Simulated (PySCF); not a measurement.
In(vinyl)(OH)(OMe) (C₃H₇InO₂), SMILES [O]([In]([OH])[CH]=C)C.

The structure is a stationary point at PBE-D3(BJ)/def2-SVP. The def2 effective core potentials stand for the cores of In; spin–orbit coupling is left out. Other conformers were not sampled.

Computed with PBE-D3(BJ)/def2-SVP in PySCF.

Frequencies are harmonic and unscaled.

Question: Give all harmonic wavenumbers and intensities. (Estimate from the structure and the level; the computed values follow.)

Answer: 
| mode | ν (cm⁻¹) | IR (km/mol) | moving atoms (share of kinetic energy) |
|---|---|---|---|
| 1 | 47 | 0.3 | H 48 %, C 38 %, O 12 % |
| 2 | 63 | 1.5 | C 60 %, H 20 %, O 11 %, In 10 % |
| 3 | 83 | 1.8 | O 40 %, H 38 %, C 22 % |
| 4 | 90 | 1.4 | H 46 %, O 27 %, In 18 %, C 10 % |
| 5 | 97 | 8.8 | O 57 %, In 15 %, H 15 %, C 14 % |
| 6 | 147 | 7.2 | H 44 %, O 31 %, C 12 %, In 12 % |
| 7 | 204 | 10.0 | C 42 %, O 34 %, H 21 % |
| 8 | 261 | 10.7 | C 61 %, H 18 %, In 14 % |
| 9 | 323 | 107.4 | H 91 %, O 8 % |
| 10 | 439 | 13.0 | H 68 %, C 31 % |
| 11 | 475 | 1.2 | C 50 %, O 32 %, H 17 % |
| 12 | 505 | 62.8 | O 44 %, C 26 %, In 19 %, H 11 % |
| 13 | 583 | 70.5 | O 81 %, In 14 % |
| 14 | 827 | 78.5 | H 93 % |
| 15 | 942 | 25.3 | H 72 %, C 28 % |
| 16 | 956 | 12.2 | H 88 %, C 12 % |
| 17 | 996 | 13.1 | H 94 % |
| 18 | 1088 | 176.6 | O 48 %, C 45 % |
| 19 | 1127 | 0.0 | H 77 %, C 19 % |
| 20 | 1145 | 4.9 | H 72 %, C 20 % |
| 21 | 1194 | 24.8 | H 73 %, C 27 % |
| 22 | 1365 | 8.5 | H 84 %, C 16 % |
| 23 | 1417 | 3.2 | H 94 % |
| 24 | 1417 | 1.1 | H 96 % |
| 25 | 1426 | 48.1 | H 90 %, C 9 % |
| 26 | 1601 | 2.1 | C 85 %, H 15 % |
| 27 | 2861 | 122.8 | H 97 % |
| 28 | 2914 | 68.4 | H 90 %, C 10 % |
| 29 | 2964 | 58.1 | H 91 %, C 9 % |
| 30 | 3040 | 12.7 | H 95 % |
| 31 | 3090 | 5.1 | H 91 %, C 9 % |
| 32 | 3136 | 4.3 | H 90 %, C 10 % |
| 33 | 3698 | 50.5 | H 94 % |
